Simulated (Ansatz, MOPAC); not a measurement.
Species: SiH2S2Cl2, net charge 0, singlet state. SMILES: Cl[Si](S)(S)Cl
Geometry: optimised at B3LYP-D3(BJ)/def2-TZVP (Ansatz, an electronic-structure program).

Wanted: vertical ionisation energy to the doublet, in eV. Set-up: UHF or UKS for open shells; frozen cores in correlated levels; spin-orbit terms left out; dispersion terms only where a functional's name holds one; six Cartesian d functions in 6-31G* and its kin unless marked 5d; each state is the SCF solution reached for its charge and spin; non-relativistic. CBS(X,Y): correlation extrapolated as X^-3; Hartree-Fock from the larger set. [CCSD(T)-MP2]/basis is that difference in the basis named. First-principles rows: single points at B3LYP-D3(BJ) geometries (Ansatz). Semi-empirical rows: differences of heats of formation at the shared geometry for vertical values.

```
species            coefficient  E at B3LYP/6-31G* (Ansatz), Eh  E at PBE/def2-TZVPD (Ansatz), Eh  heat of formation at AM1 (MOPAC), kcal/mol
-----------------  -----------  ------------------------------  --------------------------------  ------------------------------------------
charge 1, doublet           +1                     -2007.25649                       -2006.50422                                      149.60
charge 0, singlet           -1                     -2007.62306                       -2006.85410                                      -80.35
```

Coupled cluster (Ansatz) is a level with limits of its own, used here on species with T1 under 0.025 (0.045 for open shells) and stable references: RI-MP2/CBS(aug-cc-pV(T+d)Z,aug-cc-pV(Q+d)Z)+[CCSD(T)-MP2]/aug-cc-pV(T+d)Z. Value to compare with, RI-MP2/CBS(aug-cc-pV(T+d)Z,aug-cc-pV(Q+d)Z)+[CCSD(T)-MP2]/aug-cc-pV(T+d)Z (Ansatz): 10.45 eV. 1 Eh = 27.2114 eV and 1 eV = 23.0605 kcal/mol.

Work the quantity out at each level, and compare with RI-MP2/CBS(aug-cc-pV(T+d)Z,aug-cc-pV(Q+d)Z)+[CCSD(T)-MP2]/aug-cc-pV(T+d)Z (Ansatz).


- B3LYP/6-31G*: the sum of coefficient times E is 0.36657 Eh, or 9.975 eV. Result: 9.97 eV. Its difference against RI-MP2/CBS(aug-cc-pV(T+d)Z,aug-cc-pV(Q+d)Z)+[CCSD(T)-MP2]/aug-cc-pV(T+d)Z (Ansatz) is -0.48 eV.
- PBE/def2-TZVPD: the sum of coefficient times E is 0.34988 Eh, or 9.521 eV. Result: 9.52 eV. Its difference against RI-MP2/CBS(aug-cc-pV(T+d)Z,aug-cc-pV(Q+d)Z)+[CCSD(T)-MP2]/aug-cc-pV(T+d)Z (Ansatz) is -0.93 eV.
- AM1: the sum of coefficient times heat of formation is 229.95 kcal/mol, or 9.97 eV. Its difference against RI-MP2/CBS(aug-cc-pV(T+d)Z,aug-cc-pV(Q+d)Z)+[CCSD(T)-MP2]/aug-cc-pV(T+d)Z (Ansatz) is -0.48 eV.
